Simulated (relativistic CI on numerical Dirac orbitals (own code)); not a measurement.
# Forbidden transitions in Os³⁹⁺

Calculated at this level of theory: Dirac-Coulomb-Breit CI, separate exchange-only KLI orbitals for each configuration, a model potential for QED, unscaled Slater integrals (own radial code, finite nucleus).

Configuration list (outside the closed core [Ar] 3d10): 4s2 4p6 4d, 4s2 4p6 4f, 4s2 4p5 4d2, 4s 4p6 4d2, 4s2 4p5 4d 4f, 4s 4p6 4d 4f, 4s2 4p6 5s, 4s2 4p6 5p, 4s2 4p6 5d, 4p6 4d2 4f, 4s2 4p5 4d 5s, 4s2 4p6 5f, 4s2 4p5 4d 5p, 4s 4p6 4f 5s, 4s2 4p6 5g, 4s 4p6 4d 5s, 4s2 4p5 4d 5d, 4p6 4d3, 4p5 4d4, 4p5 4d3 4f, 4p6 4d 4f2, 4p6 4f3, 4p5 4d2 4f2, 4p5 4d 4f3, 4p6 4f2 5s, 4s 4p6 4f2, 4s 4p5 4f3, 4s 4p6 4f 5p, 4s 4p5 4f2 5p, 4p6 4f2 5p. Double excitations out of closed p, d and f shells are left out; levels of such configurations are missing from the list, as are those of other unlisted configurations, and high levels can miss mixing partners. These lack a partner that the ground configuration has and come out too high: 4s2 4p5 4d 5s, 4s2 4p5 4d 5p, 4s2 4p5 4d 5d, 4s2 4p6 5d, 4s2 4p6 5f.

| λ vac (Å) | Lower | Upper | Type | A (s⁻¹) | gf | Branching (%) |
| --- | --- | --- | --- | --- | --- | --- |
| 22.301 | 4s2 4p5 4d2 4D°_3/2 [3] | 4s2 4p5 4d 5s 4F°_7/2 [224] | E2 | 1.40e+08 | 8.33e-05 | 3.2 |
| 22.365 | 4s2 4p5 4d2 4D°_5/2 [8] | 4s2 4p5 4d 5s 4F°_9/2 [229] | E2 | 2.01e+08 | 1.51e-04 | 7.8 |
| 22.446 | 4s2 4p5 4d2 4F°_5/2 [5] | 4s2 4p5 4d 5s 4F°_7/2 [224] | E2 | 3.13e+08 | 1.89e-04 | 7.2 |
| 22.494 | 4s2 4p5 4d2 4G°_9/2 [9] | 4s2 4p5 4d 5s 4F°_9/2 [229] | E2 | 3.61e+08 | 2.73e-04 | 14.0 |
| 22.510 | 4s2 4p5 4d2 4D°_7/2 [10] | 4s2 4p5 4d 5s 4F°_9/2 [229] | E2 | 3.63e+08 | 2.76e-04 | 14.1 |
| 22.521 | 4s2 4p5 4d2 4G°_7/2 [6] | 4s2 4p5 4d 5s 4F°_7/2 [224] | E2 | 5.51e+08 | 3.35e-04 | 12.7 |
| 22.525 | 4s2 4p6 4d 2D_3/2 [1] | 4s2 4p6 5s 2S_1/2 [179] | E2 | 1.19e+09 | 1.81e-04 | 22.0 |
| 22.626 | 4s2 4p5 4d2 4P°_5/2 [12] | 4s2 4p5 4d 5s 4F°_9/2 [229] | E2 | 1.26e+08 | 9.66e-05 | 4.9 |
| 22.676 | 4s2 4p5 4d2 2H°_11/2 [13] | 4s2 4p5 4d 5s 4F°_9/2 [229] | E2 | 4.43e+08 | 3.41e-04 | 17.2 |
| 22.847 | 4s2 4p5 4d2 4P°_3/2 [7] | 4s2 4p5 4d 5s 4F°_7/2 [224] | E2 | 1.73e+08 | 1.08e-04 | 4.0 |
| 23.238 | 4s2 4p5 4d2 4G°_9/2 [9] | 4s2 4p5 4d 5s 4F°_7/2 [224] | E2 | 2.89e+08 | 1.87e-04 | 6.7 |
| 23.432 | 4s2 4p5 4d2 2H°_11/2 [13] | 4s2 4p5 4d 5s 4F°_7/2 [224] | E2 | 7.80e+08 | 5.13e-04 | 18.0 |
| 23.451 | 4s2 4p5 4d2 4G°_11/2 [21] | 4s2 4p5 4d 5s 4F°_9/2 [229] | E2 | 6.01e+08 | 4.96e-04 | 23.4 |
| 23.468 | 4s2 4p6 4d 2D_5/2 [2] | 4s2 4p6 5s 2S_1/2 [179] | E2 | 1.75e+09 | 2.89e-04 | 32.4 |
| 23.482 | 4s2 4p5 4d2 2G°_7/2 [14] | 4s2 4p5 4d 5s 4F°_7/2 [224] | E2 | 1.82e+08 | 1.20e-04 | 4.2 |
| 23.570 | 4s2 4p5 4d2 2F°_7/2 [24] | 4s2 4p5 4d 5s 4F°_9/2 [229] | E2 | 9.24e+07 | 7.69e-05 | 3.6 |
| 23.687 | 4s2 4p5 4d2 2G°_9/2 [25] | 4s2 4p5 4d 5s 4F°_9/2 [229] | E2 | 1.10e+08 | 9.23e-05 | 4.3 |
| 23.818 | 4s2 4p5 4d2 2G°_9/2 [19] | 4s2 4p5 4d 5s 4F°_7/2 [224] | E2 | 1.83e+08 | 1.25e-04 | 4.2 |
| 28.460 | 4s 4p6 4d2 4F_3/2 [50] | 4p6 4d3 4F_5/2 [252] | E2 | 1.10e+08 | 8.04e-05 | n/a |
| 29.107 | 4s2 4p5 4d 4f 4G_9/2 [80] | 4p6 4d3 4F_9/2 [277] | E2 | 7.48e+07 | 9.50e-05 | n/a |
| 30.368 | 4s 4p6 4d2 2F_7/2 [138] | 4p6 4d3 2D_5/2 [330] | E2 | 1.90e+08 | 1.58e-04 | n/a |
| 30.834 | 4s2 4p5 4d 4f 2G_9/2 [121] | 4p6 4d3 2H_11/2 [282] | E2 | 1.07e+08 | 1.83e-04 | n/a |
| 30.851 | 4s2 4p5 4d 4f 4P_1/2 [101] | 4p6 4d3 4P_5/2 [270] | E2 | 1.18e+08 | 1.01e-04 | n/a |
| 30.872 | 4s2 4p5 4d 4f 4F_7/2 [114] | 4p6 4d3 4F_9/2 [277] | E2 | 6.42e+07 | 9.18e-05 | n/a |
| 30.966 | 4s2 4p5 4d 4f 2D_5/2 [117] | 4p6 4d3 4F_9/2 [277] | E2 | 7.20e+07 | 1.04e-04 | n/a |
| 31.351 | 4s 4p6 4d2 4F_9/2 [124] | 4p6 4d3 4F_9/2 [277] | E2 | 1.00e+08 | 1.48e-04 | n/a |
| 31.621 | 4s 4p6 4d2 2F_7/2 [131] | 4p6 4d3 2H_11/2 [282] | E2 | 1.41e+08 | 2.54e-04 | n/a |
| 66.002 | 4s2 4p6 4d 2D_5/2 [2] | 4s2 4p5 4d2 2G°_9/2 [25] | M2 | 8.59e+03 | 5.61e-08 | 6.2 |
| 109.17 | 4s2 4p5 4d 4f 4I_15/2 [83] | 4s2 4p5 4d 4f 2I_13/2 [157] | M1 | 6.62e+06 | 1.66e-04 | 5.1 |
| 111.64 | 4s2 4p5 4d2 4G°_11/2 [21] | 4s2 4p5 4d2 2G°_9/2 [45] | M1 | 6.79e+06 | 1.27e-04 | 57.5 |
| 114.99 | 4s2 4p5 4d2 2H°_11/2 [13] | 4s2 4p5 4d2 2H°_9/2 [40] | M1 | 6.46e+06 | 1.28e-04 | 58.8 |
| 116.19 | 4s2 4p5 4d2 2G°_7/2 [14] | 4s2 4p5 4d2 2H°_9/2 [40] | M1 | 4.28e+05 | 8.67e-06 | 3.9 |
| 117.22 | 4s2 4p5 4d2 2G°_9/2 [25] | 4s2 4p5 4d2 2G°_9/2 [45] | M1 | 3.20e+06 | 6.58e-05 | 27.0 |
| 121.51 | 4s2 4p5 4d2 2F°_7/2 [16] | 4s2 4p5 4d2 2H°_9/2 [40] | M1 | 5.48e+05 | 1.21e-05 | 5.0 |
| 122.80 | 4s2 4p5 4d 4f 4H_13/2 [102] | 4s2 4p5 4d 4f 2I_13/2 [157] | M1 | 2.81e+06 | 8.90e-05 | 2.2 |
| 124.90 | 4s2 4p5 4d2 2G°_9/2 [19] | 4s2 4p5 4d2 2H°_9/2 [40] | M1 | 2.76e+06 | 6.45e-05 | 25.1 |
| 128.35 | 4s2 4p5 4d2 2F°_7/2 [28] | 4s2 4p5 4d2 2G°_9/2 [45] | M1 | 4.91e+05 | 1.21e-05 | 4.2 |
| 157.40 | 4s2 4p6 4f 2F°_7/2 [33] | 4s2 4p5 4d2 2G°_9/2 [45] | M1 | 2.91e+05 | 1.08e-05 | 2.5 |
| 446.29 | 4s2 4p5 4d2 4G°_9/2 [9] | 4s2 4p5 4d2 2G°_9/2 [25] | M1 | 2.28e+04 | 6.81e-06 | 16.5 |
| 452.82 | 4s2 4p5 4d2 4D°_7/2 [10] | 4s2 4p5 4d2 2G°_9/2 [25] | M1 | 4.28e+04 | 1.32e-05 | 31.0 |
| 551.15 | 4s2 4p5 4d2 4G°_9/2 [9] | 4s2 4p5 4d2 4G°_11/2 [21] | M1 | 6.78e+04 | 3.71e-05 | 73.3 |
| 557.50 | 4s2 4p5 4d2 2G°_7/2 [14] | 4s2 4p5 4d2 2G°_9/2 [25] | M1 | 4.57e+04 | 2.13e-05 | 33.0 |
| 561.10 | 4s2 4p6 4d 2D_3/2 [1] | 4s2 4p6 4d 2D_5/2 [2] | M1 | 6.07e+04 | 1.72e-05 | 99.9 |
| 686.32 | 4s2 4p5 4d2 2H°_11/2 [13] | 4s2 4p5 4d2 4G°_11/2 [21] | M1 | 2.37e+04 | 2.01e-05 | 25.6 |
| 729.92 | 4s2 4p5 4d2 4G°_7/2 [6] | 4s2 4p5 4d2 4G°_9/2 [9] | M1 | 5.25e+04 | 4.19e-05 | 99.9 |

Terms are leading LS components. Brackets give the number of a level in order of energy, since labels repeat. The list gives strong lines, with weight on those to low levels, among the lowest 400 of 8280 levels, so that lines to higher ones, which can be the strongest, are missing. Levels whose partners in the same complex of configurations lie outside the list can be far off, and so can their lines. Rates are taken at the computed energies, electric ones in the length gauge.

At this charge energies of transitions that change n are usually good to better than 1 %, and those within a shell (Δn = 0) to a few per cent.

LS names give the leading component of a level, which can be under half, so a name can repeat, a term be missing and a line seem to break the LS rules.
